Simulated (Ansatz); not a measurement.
Calculated with Ansatz (gas phase, PBE0-D4/def2-TZVP geometries, no zero-point term in ΔE). CBS: MP2 limit from def2 TZ/QZ plus the TZ coupled-cluster correction, frozen cores. This one scheme is used for every species. Functionals use def2-TZVPP. B3LYP here is the variant with VWN-RPA as its local correlation; programs differ in this. Each species was taken in one conformer, which may not be the lowest.

Reaction (cleavage of the Si–Si bond): `C=C[SiH2][SiH2]S` + CH₃SH → `CS[SiH2]S` + `C=C[SiH3]`

```
             level  ΔE (kJ/mol)  difference from CCSD(T)/CBS
          B3LYP-D4        -60.5                          2.2
               PBE        -53.8                          8.9
            r2SCAN        -61.6                          1.1
              PBE0        -56.7                          6.0
             B3LYP        -62.3                          0.4
     HF/def2-TZVPP        -71.6                         -8.9
     HF/def2-QZVPP        -71.7                         -9.0
SCS-MP2/def2-QZVPP        -69.6                         -6.9
     MP2/CBS(def2)        -70.9                         -8.2
    CCSD/CBS(def2)        -63.2                         -0.5
       CCSD(T)/CBS        -62.7                            0
```

Largest T1 diagnostic among the species: 0.012.
